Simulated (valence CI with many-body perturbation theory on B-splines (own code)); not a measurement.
**Cr2+: calculated level list**

Calculated by configuration interaction combined with many-body perturbation theory (CI+MBPT): four valence electrons over a frozen Dirac-Fock core [Ar], a basis of 7 s, 7 p, 8 d, 6 f, 4 g, 1 h functions for each j, with the one-electron correlation potential Σ1, the two-electron term Σ2, the three-electron term Σ3, Breit, model QED; selected CI, second order for the rest (own B-spline code, finite nucleus).

Set against measurement, 67 paired levels are off by 1793 cm⁻¹ on average, the worst by 4071. These come from a selection out of Sugar and Corliss, J. Phys. Chem. Ref. Data 6, 317 (1977). Levels without a partner in it may be off by more, other configurations by 1,000 to 8,000 cm⁻¹. Among the levels kept, up to 440 cm⁻¹ of a level comes from second order outside the variational space, and about a tenth of that is noise between levels of different J, which matters for small intervals.

Levels 136 to 180 of 234, with energies above the lowest level, 3d4 5D_0. "Leading %" is the weight of the configuration and term that name the level; weights of strongly mixed levels are sums over their largest components and can fall short. In the jj column 3d3/2^4 stands for four electrons in 3d with j = 3/2. Lifetimes count E1, E2, E3, M1 and M2 decay at the calculated energies, and are blank where another channel may lead or the interval is too uncertain; long ones can be off by a factor of two.

```csv
No.,Configuration,Term,J,E (eV),Leading %,Leading jj,Second component,Lifetime
136,3d3.4p,3S°,1,13.994,82,3d3/2 3d5/2^2 4p3/2 (38 %),9 % 3d3.4p 1P°,820 ps
137,3d3.4p,3D°,3,13.997,60,3d3/2^3 4p3/2 (22 %),36 % 3d3.4p 3F°,887 ps
138,3d3.4p,3D°,2,14.029,62,3d5/2^3 4p1/2 (35 %),32 % 3d3.4p 3F°,900 ps
139,3d3.4p,3I°,7,14.036,98,3d3/2 3d5/2^2 4p3/2 (98 %),,2.17 ns
140,3d3.4p,1P°,1,14.036,55,3d3/2 3d5/2^2 4p3/2 (44 %),35 % 3d3.4p 3D°,867 ps
141,3d3.4p,3F°,3,14.056,55,3d5/2^3 4p3/2 (35 %),41 % 3d3.4p 3D°,912 ps
142,3d3.4p,3F°,4,14.081,97,3d3/2 3d5/2^2 4p3/2 (45 %),,1.00 ns
143,3d3.4p,1G°,4,14.192,94,3d3/2 3d5/2^2 4p3/2 (48 %),,1.48 ns
144,3d3.4p,3D°,1,14.218,94,3d3/2^3 4p3/2 (21 %),,861 ps
145,3d3.4p,1H°,5,14.237,94,3d3/2 3d5/2^2 4p1/2 (33 %),,519 ps
146,3d3.4p,3D°,2,14.251,95,3d3/2 3d5/2^2 4p3/2 (36 %),,886 ps
147,3d3.4p,3D°,3,14.275,91,3d3/2 3d5/2^2 4p3/2 (29 %),4 % 3d3.4p 1F°,971 ps
148,3d3.4p,1I°,6,14.331,97,3d3/2 3d5/2^2 4p3/2 (44 %),,1.06 ns
149,3d3.4p,3P°,2,14.379,95,3d3/2 3d5/2^2 4p3/2 (26 %),,804 ps
150,3d3.4p,3P°,1,14.386,90,3d3/2^2 3d5/2 4p3/2 (22 %),4 % 3d3.4p 3S°,810 ps
151,3d3.4p,3G°,3,14.388,69,3d3/2^2 3d5/2 4p3/2 (47 %),23 % 3d3.4p 1F°,747 ps
152,3d3.4p,3G°,5,14.394,94,3d3/2 3d5/2^2 4p3/2 (53 %),,765 ps
153,3d3.4p,3G°,4,14.402,94,3d3/2 3d5/2^2 4p3/2 (66 %),,780 ps
154,3d3.4p,3P°,0,14.404,97,3d3/2 3d5/2^2 4p3/2 (29 %),,803 ps
155,3d3.4p,1F°,3,14.429,65,3d3/2 3d5/2^2 4p3/2 (36 %),26 % 3d3.4p 3G°,696 ps
156,3d3.4p,3S°,1,14.569,89,3d3/2 3d5/2^2 4p3/2 (36 %),,835 ps
157,3d3.4p,1P°,1,14.700,90,3d5/2^3 4p3/2 (43 %),,907 ps
158,3d3.4p,1D°,2,14.810,96,3d3/2 3d5/2^2 4p3/2 (33 %),,671 ps
159,3d3.4p,3F°,2,15.506,96,3d3/2 3d5/2^2 4p1/2 (29 %),,1.06 ns
160,3d3.4p,3F°,3,15.510,96,3d3/2 3d5/2^2 4p3/2 (30 %),,1.06 ns
161,3d3.4p,3F°,4,15.517,96,3d3/2 3d5/2^2 4p3/2 (45 %),,1.06 ns
162,3d3.4p,3G°,3,15.777,96,3d3/2 3d5/2^2 4p1/2 (37 %),,1.32 ns
163,3d3.4p,3G°,4,15.795,95,3d3/2 3d5/2^2 4p3/2 (36 %),,1.31 ns
164,3d3.4p,3G°,5,15.816,98,3d3/2 3d5/2^2 4p3/2 (67 %),,1.30 ns
165,3d3.4p,3D°,3,15.914,96,3d3/2 3d5/2^2 4p1/2 (36 %),,964 ps
166,3d3.4p,1D°,2,15.914,96,3d3/2 3d5/2^2 4p3/2 (40 %),,1.08 ns
167,3d3.4p,3D°,2,15.959,96,3d3/2 3d5/2^2 4p3/2 (52 %),,958 ps
168,3d3.4p,3D°,1,15.986,97,3d3/2 3d5/2^2 4p3/2 (49 %),,955 ps
169,3d3.4p,1G°,4,16.098,95,3d3/2 3d5/2^2 4p3/2 (46 %),,1.18 ns
170,3d3.4p,1F°,3,16.224,96,3d3/2 3d5/2^2 4p3/2 (46 %),,700 ps
171,3d2.4s2,3F,2,16.593,91,3d3/2^2 4s^2 (64 %),,95.8 ns
172,3d2.4s2,3F,3,16.655,91,3d3/2 3d5/2 4s^2 (91 %),,94.6 ns
173,3d2.4s2,3F,4,16.729,91,3d5/2^2 4s^2 (71 %),,92.4 ns
174,3d3.4p,3D°,1,17.824,97,3d3/2 3d5/2^2 4p1/2 (45 %),,769 ps
175,3d3.4p,3D°,2,17.830,96,3d3/2 3d5/2^2 4p3/2 (39 %),,770 ps
176,3d3.4p,3D°,3,17.844,96,3d3/2^2 3d5/2 4p3/2 (33 %),,768 ps
177,3d3.4p,1D°,2,18.026,90,3d3/2 3d5/2^2 4p1/2 (40 %),7 % 3d3.4p 3F°,948 ps
178,3d3.4p,3F°,2,18.135,90,3d3/2 3d5/2^2 4p1/2 (44 %),6 % 3d3.4p 1D°,1.19 ns
179,3d3.4p,3F°,3,18.141,95,3d3/2 3d5/2^2 4p3/2 (37 %),,1.20 ns
180,3d3.4p,3F°,4,18.170,97,3d3/2^2 3d5/2 4p3/2 (56 %),,1.21 ns
```

Names give the largest LS component (configuration and term), which can be under half, so a name can repeat, a term be missing and a line seem to break the LS rules; names also repeat where a configuration has a term twice.

Where two levels of one J and parity lie close, their mixing, g and order are uncertain.
